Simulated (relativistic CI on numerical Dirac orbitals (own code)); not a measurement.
# d3 in a ligand field

Computed with a parametric ligand-field model of a d^n configuration (Racah B and C, spin-orbit zeta, crystal field), exact diagonalisation.

Field parameters in Wybourne normalisation: Oh B⁴₀ = 21Dq, B⁴₄ = √(5/14) B⁴₀. The field is a parameter set, without covalency.

Question: A d3 ion in Oh symmetry has the ground term 4A2 and bands at 2E 21133 cm⁻¹ (473 nm), 2T1 21906 cm⁻¹ (456 nm), 4T2 28400 cm⁻¹ (352 nm), 2T2 32213 cm⁻¹ (310 nm), 4T1 38195 cm⁻¹ (262 nm), 4T1 61105 cm⁻¹ (164 nm). Which parameters reproduce them?

Answer: B = 940, C = 4680, ζ = 0 cm⁻¹, Oh, 10Dq = 28400 cm⁻¹.

Question: Ground term and bands for B = 600, C = 2970, ζ = 0 cm⁻¹, Oh, 10Dq = 7100 cm⁻¹?

Answer: Ground term 4A2 with 0.00 electrons in the two orbitals of the cubic e set. Spin-allowed: 4T2 7100 cm⁻¹ (1408 nm), 4T1 11451 cm⁻¹ (873 nm), 4T1 18849 cm⁻¹ (531 nm). Lowest spin-forbidden: 2E 13018 cm⁻¹ (768 nm), 2T1 13554 cm⁻¹ (738 nm), 2T2 17819 cm⁻¹ (561 nm). With an A2 ground term the first spin-allowed band lies at |10Dq| itself.

Question: A d3 ion in Oh symmetry has the ground term 4A2 and bands at 2E 14169 cm⁻¹ (706 nm), 2T1 14581 cm⁻¹ (686 nm), 2T2 22606 cm⁻¹ (442 nm), 4T2 34800 cm⁻¹ (287 nm), 4T1 41877 cm⁻¹ (239 nm), 4T1 71973 cm⁻¹ (139 nm). Which parameters reproduce them?

Answer: B = 630, C = 3050, ζ = 0 cm⁻¹, Oh, 10Dq = 34800 cm⁻¹.

Question: A d3 ion in Oh symmetry has the ground term 4A2 and bands at 4T2 3800 cm⁻¹ (2632 nm), 4T1 6314 cm⁻¹ (1584 nm), 2E 7596 cm⁻¹ (1316 nm), 2T1 7974 cm⁻¹ (1254 nm), 2T2 10249 cm⁻¹ (976 nm), 4T1 11236 cm⁻¹ (890 nm). Which parameters reproduce them?

Answer: B = 410, C = 1630, ζ = 0 cm⁻¹, Oh, 10Dq = 3800 cm⁻¹.

Question: Ground term and bands for B = 670, C = 2540, ζ = 0 cm⁻¹, Oh, 10Dq = 6900 cm⁻¹?

Answer: Ground term 4A2 with 0.00 electrons in the two orbitals of the cubic e set. Spin-allowed: 4T2 6900 cm⁻¹ (1449 nm), 4T1 11332 cm⁻¹ (882 nm), 4T1 19418 cm⁻¹ (515 nm). Lowest spin-forbidden: 2E 12086 cm⁻¹ (827 nm), 2T1 12725 cm⁻¹ (786 nm), 2T2 16617 cm⁻¹ (602 nm). With an A2 ground term the first spin-allowed band lies at |10Dq| itself.
